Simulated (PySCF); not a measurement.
PySCF 2.14 output of a UHF calculation on a single atom or ion in aug-cc-pwCVTZ-PP with ECP28MDF (8s7p6d4f1g, 96 functions), with a scalar-relativistic core potential:

```
SCF conv_tol = 1e-09
number electrons alpha = 12  beta = 9
cycle= 1 E= -188.967017689647  delta_E= -0.00224  |g|= 0.0145  |ddm|= 0.0976
cycle= 2 E= -188.967328781783  delta_E= -0.000311  |g|= 0.00607  |ddm|= 0.0414
cycle= 3 E= -188.967428215795  delta_E= -9.94e-05  |g|= 0.00146  |ddm|= 0.0422
cycle= 4 E= -188.967447194228  delta_E= -1.9e-05  |g|= 0.000748  |ddm|= 0.0229
cycle= 5 E= -188.967453121036  delta_E= -5.93e-06  |g|= 0.000418  |ddm|= 0.013
cycle= 6 E= -188.967455822226  delta_E= -2.7e-06  |g|= 0.000173  |ddm|= 0.0117
cycle= 7 E= -188.967456245576  delta_E= -4.23e-07  |g|= 1.84e-05  |ddm|= 0.00626
cycle= 8 E= -188.967456247113  delta_E= -1.54e-09  |g|= 2.75e-06  |ddm|= 0.00042
cycle= 9 E= -188.96745624714  delta_E= -2.71e-11  |g|= 6.24e-07  |ddm|= 0.000129
converged SCF energy = -188.96745624714  <S^2> = 3.7524485  2S+1 = 4.001224
```

The run itself started from symmetry-adapted Hartree-Fock orbitals and held the occupation by maximum overlap, so the iterations belong to that start.

Which element, charge and spin multiplicity is this?

In (indium, neutral), multiplicity 4; the state was [Kr] 4d10 5s1 5p1 6s1, high-spin 4P determinant (an excited configuration).

Energies and moments cover only the electrons outside the core potential. The outer electron is Rydberg-like, and this basis confines it to a smaller radius and binds it less than a complete one would.
